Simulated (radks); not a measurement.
Values are calculated unless marked as measured or tabulated.
Neutral molybdenum, 42 electrons, occupied as [Kr] 4d5 6s1 (not the ground configuration).

Code: a radial shooting solver on a logarithmic mesh with Libxc functionals. Model: Dirac Kohn-Sham, PBE, spin-unpolarised, spherical densities, point nucleus; open shells fill j = l - 1/2 first.

Energy parts (hartree):
| part | energy |
|---|---|
| total | -4049.04941 |
| kinetic | 4198.61653 |
| electron-nucleus | -9778.16487 |
| Hartree | 1654.11701 |
| exchange-correlation | -123.61808 |

Orbitals (lengths in bohr, moments of r in powers of bohr; r(90%) holds 90 % of the orbital's charge):
orbital	occ.	eigenvalue (hartree)	r(90%)	<r^4>	<r^2>	<r>
1s1/2	2	-728.2419	0.0630	7.208e-06	0.001669	0.03516
2s1/2	2	-102.9330	0.237	0.001334	0.02779	0.1534
2p1/2	2	-94.69977	0.214	0.0008860	0.02099	0.1308
2p3/2	4	-90.78365	0.220	0.0009920	0.02235	0.1353
3s1/2	2	-17.62182	0.634	0.06879	0.2106	0.4287
3p1/2	2	-14.48918	0.640	0.07131	0.2088	0.4233
3p3/2	4	-13.84446	0.656	0.07836	0.2191	0.4339
3d3/2	4	-8.30816	0.661	0.08205	0.2055	0.4133
3d5/2	6	-8.18612	0.666	0.08460	0.2089	0.4167
4s1/2	2	-2.48800	1.62	2.963	1.395	1.109
4p1/2	2	-1.60195	1.81	4.660	1.704	1.218
4p3/2	4	-1.51111	1.86	5.171	1.793	1.250
4d3/2	4	-0.26557	3.09	42.51	4.427	1.894
4d5/2	1	-0.25775	3.13	44.98	4.544	1.918
6s1/2	1	-0.05013	13.2	13260	97.03	9.355

The highest occupied level is 6s1/2 at -1.364 eV. The density falls to 0.001 e/bohr^3 at r = 4.02 bohr.
